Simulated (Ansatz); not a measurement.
Consider the homolysis of the H–Si bond: `Cl[SiH](Cl)Cl` → H• + `Cl[Si](Cl)Cl`•.

Isolated molecules relaxed with PBE0-D4/def2-TZVP in Ansatz; ΔE leaves out vibrations. CBS: MP2 limit from def2 TZ/QZ plus the TZ coupled-cluster correction, frozen cores. This one scheme is used for every species, atoms too. No spin–orbit coupling; open shells (•) take unrestricted orbitals.

```tsv
species	CCSD(T)/def2-SVP energy (Eh)
`Cl[SiH](Cl)Cl`	-1668.18455
H•	-0.49928
`Cl[Si](Cl)Cl`•	-1667.53584
```

Task: Work out ΔE.

Result: ΔE = (-0.49928) + (-1667.53584) − (-1668.18455) = 0.14943 Eh = +392.3 kJ/mol. CCSD(T)/CBS gives +409.9 kJ/mol.

Largest T1 diagnostic among the species: 0.012.

From PBE to PBE0 (25 % exact exchange), in def2-TZVPP and without D4, ΔE moves by +9.6 kJ/mol. Leaving LDA and LC-ωPBE aside and taking each functional with its dispersion term where it has one, the values, not all of them listed here, spread over 37.3 kJ/mol, from revPBE-D4 to ωB97M-V. LDA lies +40.2 kJ/mol from PBE without D4, its usual overbinding. At CCSD(T), def2-SVP lies −17.6 kJ/mol from the extrapolated value and def2-TZVPP −7.4 kJ/mol: correlation converges slowly with the basis, and small sets miss more of it in the bonded molecule than in its fragments.
